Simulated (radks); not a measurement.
Values are calculated unless marked as measured or tabulated.
All-electron atom: Er I in [Xe] 4f12 6s2 (the NIST ground configuration).

Code: a radial shooting solver on a logarithmic mesh with Libxc functionals. Model: Dirac Kohn-Sham, PBEsol, spin-unpolarised, spherical densities, finite nucleus; open shells are shared between the two j in proportion to 2j + 1; Fermi nuclear charge, rms radius 5.2516 fm.

Energy parts (eV):
| part | energy |
|---|---|
| total | -356310.68 |
| kinetic | 393155.17 |
| electron-nucleus | -881672.36 |
| Hartree | 139690.06 |
| exchange-correlation | -7483.55 |

Orbitals (lengths in bohr, moments of r in powers of bohr; r(90%) holds 90 % of the orbital's charge):
1s1/2: occ. 2; eigenvalue (eV) -57271.31; r(90%) 0.0369; <1/r> 77.52; small-component weight 6.47e-02
2s1/2: occ. 2; eigenvalue (eV) -9616.622; r(90%) 0.134; <1/r> 18.64; small-component weight 1.45e-02
2p1/2: occ. 2; eigenvalue (eV) -9161.741; r(90%) 0.118; <1/r> 18.62; small-component weight 1.45e-02
2p3/2: occ. 4; eigenvalue (eV) -8245.448; r(90%) 0.128; <1/r> 16.15; small-component weight 1.33e-02
3s1/2: occ. 2; eigenvalue (eV) -2154.438; r(90%) 0.331; <1/r> 6.822; small-component weight 4.66e-03
3p1/2: occ. 2; eigenvalue (eV) -1954.452; r(90%) 0.323; <1/r> 6.740; small-component weight 4.60e-03
3p3/2: occ. 4; eigenvalue (eV) -1762.033; r(90%) 0.342; <1/r> 6.108; small-component weight 4.26e-03
3d3/2: occ. 4; eigenvalue (eV) -1419.228; r(90%) 0.314; <1/r> 5.994; small-component weight 4.15e-03
3d5/2: occ. 6; eigenvalue (eV) -1377.158; r(90%) 0.319; <1/r> 5.840; small-component weight 4.05e-03
4s1/2: occ. 2; eigenvalue (eV) -424.6763; r(90%) 0.731; <1/r> 2.855; small-component weight 1.50e-03
4p1/2: occ. 2; eigenvalue (eV) -344.7347; r(90%) 0.753; <1/r> 2.747; small-component weight 1.42e-03
4p3/2: occ. 4; eigenvalue (eV) -301.3600; r(90%) 0.799; <1/r> 2.528; small-component weight 1.29e-03
4d3/2: occ. 4; eigenvalue (eV) -169.6445; r(90%) 0.869; <1/r> 2.306; small-component weight 1.11e-03
4d5/2: occ. 6; eigenvalue (eV) -161.7623; r(90%) 0.886; <1/r> 2.252; small-component weight 1.07e-03
4f5/2: occ. 5.14286; eigenvalue (eV) -3.7930; r(90%) 1.44; <1/r> 1.659; small-component weight 6.38e-04
4f7/2: occ. 6.85714; eigenvalue (eV) -2.7096; r(90%) 1.49; <1/r> 1.627; small-component weight 6.19e-04
5s1/2: occ. 2; eigenvalue (eV) -51.7959; r(90%) 1.82; <1/r> 1.065; small-component weight 3.02e-04
5p1/2: occ. 2; eigenvalue (eV) -30.2495; r(90%) 2.10; <1/r> 0.9309; small-component weight 2.35e-04
5p3/2: occ. 4; eigenvalue (eV) -24.8804; r(90%) 2.27; <1/r> 0.8516; small-component weight 2.02e-04
5d3/2: occ. 0; eigenvalue (eV) -1.0550; r(90%) 6.05; <1/r> 0.4039; small-component weight 4.56e-05
5d5/2: occ. 0; eigenvalue (eV) -0.8653; r(90%) 6.48; <1/r> 0.3797; small-component weight 4.02e-05
6s1/2: occ. 2; eigenvalue (eV) -3.8512; r(90%) 5.95; <1/r> 0.3134; small-component weight 2.75e-05
6p1/2: occ. 0; eigenvalue (eV) -1.2880; r(90%) 8.43; <1/r> 0.2261; small-component weight 1.36e-05
6p3/2: occ. 0; eigenvalue (eV) -1.0479; r(90%) 9.11; <1/r> 0.2092; small-component weight 1.19e-05

The highest occupied level is 4f7/2 at -2.710 eV. Summed over all electrons, <r^2> = 74.77 bohr^2, which gives a Langevin (diamagnetic) susceptibility term of -59.2 x 10^-6 cm^3/mol. The density falls to 0.001 e/bohr^3 at r = 5.10 bohr.
